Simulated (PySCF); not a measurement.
Me2Te5, C2H6Te5.
Bonds: C1–Te2, Te2–Te3, Te3–Te4, Te4–Te5, Te5–Te6, Te6–C7. Hydrogens: H8, H9, H10 on C1; H11, H12, H13 on C7.

The calculation used PBE0-D3(BJ)/def2-SVP geometry optimisation, gas phase, def2 core potentials past Kr (PySCF 2.14.0).

**Question.** How far are the bound atoms from Te2?

**Answer.** 2 atoms: C1 2.158 Å, Te3 2.711 Å. The nearest atom not counted as bound is H9, at 2.69 Å.

**Question.** What is the shape at Te2?

**Answer.** Bent: angle 97.3°.

**Question.** How far are the bound atoms from Te3?

**Answer.** 2 atoms: Te2 2.711 Å, Te4 2.730 Å. The nearest atom not counted as bound is C1, at 3.67 Å.

**Question.** What is the shape at Te3?

**Answer.** Bent: angle 103.7°. The Te–Te distances aren't all alike: 2.711 to 2.730 Å.

**Question.** What are the other bond lengths?

**Answer.** C1–H8 and 5 like bonds 1.098 Å.

**Question.** Give some angles away from the centre.

**Answer.** Te3–Te4–Te5 103.8°.

**Question.** What are the rotational constants (commonest isotopes, rigid rotor)?

**Answer.** A = 301.7, B = 141.5, C = 108.7 MHz: an asymmetric top.

Point group: C1 (no symmetry element, even within 0.4 Å). Charge 0, singlet. No frequency check.

One conformer stands for the species.
